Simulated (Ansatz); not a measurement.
Species: ZrH, charge 0, multiplicity 4. The spin state was set by rule; other spins were not relaxed. 
Structure (B3LYP-D3(BJ)/def2-TZVP (Ansatz, an electronic-structure program) minimum search):
SMILES: [ZrH]
```xyz
2

Zr     0.0000     0.0000    -0.0456
H      0.0000     0.0000     1.8224
```
Charge 0, spin multiplicity 4.

Basis-set convergence of Hartree-Fock and CCSD(T) correlation energies (hartree) with Ansatz. Correlated levels leave the core frozen unless marked. UHF or UKS for open shells. No spin-orbit coupling. Frozen are the shells of the preceding noble gas and the d and f shells that filled before the atom's block. In def2 rows, elements after Kr have scalar-relativistic effective core potentials.

```tsv
basis	functions	E(HF)	E(corr, CCSD(T))
def2-SVP	36	-47.00846	-0.05504
def2-TZVPP	70	-47.02522	-0.06777
def2-QZVPP	111	-47.02725	-0.07055
```

Extrapolating the two largest sets (X = 3 and 4) as X^-3: E(corr) = (64·(-0.07055) - 27·(-0.06777))/37 = -0.0726 Eh, an estimate of the basis-set limit. The largest set recovers 97.2 % of it, the smallest 75.8 %.
